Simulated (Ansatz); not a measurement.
Relaxation of Cl₂H₅NOSiTi (11 atoms, charge 0, multiplicity 1), to a largest force component of 0.02 eV/Å in at most 40 steps.

These are results of Ansatz, RHF/def2-SVP, not measurements.

```xyz
11
Properties=species:S:1:pos:R:3
Ti 0.000 0.000 0.000
Cl 0.000 0.000 2.370
Cl 2.235 0.000 -0.789
N -0.970 1.681 -0.686
H -1.990 1.626 -0.969
H -0.450 2.602 -0.756
O -0.904 -1.567 -0.639
Si -1.786 -2.629 0.318
H -1.376 -2.483 1.712
H -3.209 -2.328 0.196
H -1.539 -3.999 -0.120
```

Task: Where does it end, and by what steps?

Result: The forces met the threshold. After 12 steps the energy has fallen by 1.935 eV; Cl2 moved furthest, 0.98 Å.

```tsv
step	energy less start (eV)	largest force component (eV/Å)	accepted
0	0.0000	3.444	yes
1	-1.6113	1.057	yes
2	-1.7854	0.605	yes
3	-1.8463	0.391	yes
4	-1.8768	0.359	yes
5	-1.9149	0.191	yes
6	-1.9274	0.082	yes
7	-1.9308	0.189	yes
8	-1.9284	0.106	no
9	-1.9325	0.134	yes
10	-1.9331	0.134	yes
11	-1.9349	0.066	yes
12	-1.9351	0.008	yes
```

```xyz
11
Properties=species:S:1:pos:R:3
Ti 0.031 0.168 0.200
Cl 0.474 0.850 2.278
Cl 1.951 -0.224 -0.868
N -0.902 1.463 -0.679
H -1.822 1.344 -1.065
H -0.558 2.395 -0.838
O -0.989 -1.242 0.206
Si -1.855 -2.660 0.327
H -1.685 -3.217 1.682
H -3.280 -2.360 0.077
H -1.358 -3.614 -0.684
```

The run took 57 s on 2 threads of Arm Neoverse V1, on a shared host, peak memory 0.38 GiB.
